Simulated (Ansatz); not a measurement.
FH2NO2W, SMILES `[NH2][W](=[O])(=[O])[F]`, one more setting.

```yaml
crystal:
  periodic: [false, false, false]
  atoms:
    - {symbol: N, position_ang: [-0.791459, 0.777566, 0.425375]}
    - {symbol: W, position_ang: [0.510877, -0.458290, -0.279717]}
    - {symbol: O, position_ang: [1.211248, -1.280158, 1.037016]}
    - {symbol: O, position_ang: [-0.309894, -1.554113, -1.292277]}
    - {symbol: F, position_ang: [1.831877, 0.433774, -1.247227]}
    - {symbol: H, position_ang: [-0.772142, 1.122346, 1.373997]}
    - {symbol: H, position_ang: [-1.680508, 0.958874, -0.017167]}
basis:
  gaussian: {orbitals: def2-TZVP}
hamiltonian: {xc: {name: r2SCAN}}
output: {forces: true}
```

```sh
$ ansatz run in.yaml --threads 4 --pin off --events-out ev --progress --plain --max-ram 10444MiB
```

Output, abridged:

```
Functional definition: r2SCAN
1025 factors; their error is unknown
mean field evaluation 1: about -10142.5180 eV, gradient 1.2e2 eV
mean field evaluation 2: about -9854.0168 eV, gradient 3.6e2 eV
mean field evaluation 4: about -10162.9136 eV, gradient 4.4e1 eV
mean field evaluation 8: about -10166.1257 eV, gradient 6.6e-1 eV
mean field evaluation 16: about -10166.1220 eV, gradient 1.0e-3 eV
mean field -10166.12200112 eV, -373.5980926963 hartree, gradient 3.0e-5 eV, S^2 0.000000; 0 other end points of the search recorded, 0 dependent functions left out
reference -10166.12201253 eV, -373.5980931155 hartree; 24, 24 occupied and 152, 152 virtual orbitals, 1025 factors
Total energy: -10166.12201253 eV, -373.5980931155 hartree
Atom 0 at    -0.791459     0.777566     0.425375 Å, force    -0.095345     0.109406     0.049727 eV/Å
Atom 1 at     0.510877    -0.458290    -0.279717 Å, force     0.069434     0.588854    -0.114438 eV/Å
Atom 2 at     1.211248    -1.280158     1.037016 Å, force     0.292568    -0.358027     0.537437 eV/Å
Atom 3 at    -0.309894    -1.554113    -1.292277 Å, force    -0.329672    -0.470192    -0.415977 eV/Å
Atom 4 at     1.831877     0.433774    -1.247227 Å, force     0.146889     0.078908    -0.105373 eV/Å
Atom 5 at    -0.772142     1.122346     1.373997 Å, force    -0.019067     0.029699     0.059273 eV/Å
Atom 6 at    -1.680508     0.958874    -0.017167 Å, force    -0.064808     0.021351    -0.010649 eV/Å
Dipole moment:    -0.469661     0.677547     0.226995 e Å
```

Hardware: 4 threads of an Intel Xeon Platinum 8488C on a shared host. Wall time 2.6 s, peak host memory 0.24 GiB.
